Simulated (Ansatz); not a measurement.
Species: C8H10SSi, SMILES `C=C(S)c1ccccc1[SiH3]` (C–C–S–H torsion 8°, S–C–C–C torsion 60°) (charge 0, multiplicity 1), formula C₈H₁₀SSi.

### Question
How many basis functions does Ansatz (an electronic-structure program) with frozen-core CCSD(T)/cc-pVDZ // B3LYP-D3(BJ)/def2-SVP use, how many core orbitals are frozen, and how many electrons are correlated?

### Answer
198 basis functions and 18 frozen orbitals, which leaves 52 correlated electrons. Core time is of the order of minutes.
